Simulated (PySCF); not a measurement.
Isomers of C3H10OSi, one conformer each; single-point electronic energies without zero-point terms and without any empirical dispersion term.

All values: wB97X-D/def2-SVPD (PySCF, non-relativistic), each on one gas-phase PBE0-D3(BJ)/def2-SVP geometry that isn't relaxed in the solvent. The solvent is an IEF-PCM continuum (Bondi radii, 1.10 Å for H, scaled by 1.2). Specific hydrogen bonds and non-electrostatic terms are outside this model.

```csv
isomer,"relative energy, gas (kcal/mol)",dipole (D)
`CCO[SiH2]C`,0.0,0.28
`COC[SiH2]C`,33.1,1.22
```

Q: How do the relative energies look in cyclohexane (ε = 2.017)?

A: 
```csv
isomer,"relative energy, solvent (kcal/mol)",E(solvent) − E(gas) (kcal/mol),dipole in solvent (D)
`CCO[SiH2]C`,0.0,-0.8,0.34
`COC[SiH2]C`,33.1,-0.9,1.38
```

The order is unchanged. Conformers: `[CH3:1][CH2:2][O:3][SiH2:4][CH3:5]` with C1–C2–O3–Si4 180°, C2–O3–Si4–C5 180°; `[CH3:1][O:2][CH2:3][SiH2:4][CH3:5]` with C1–O2–C3–Si4 180°, O2–C3–Si4–C5 55°. The gains span 0.1 kcal/mol, the gas-phase energies 33.1 kcal/mol.
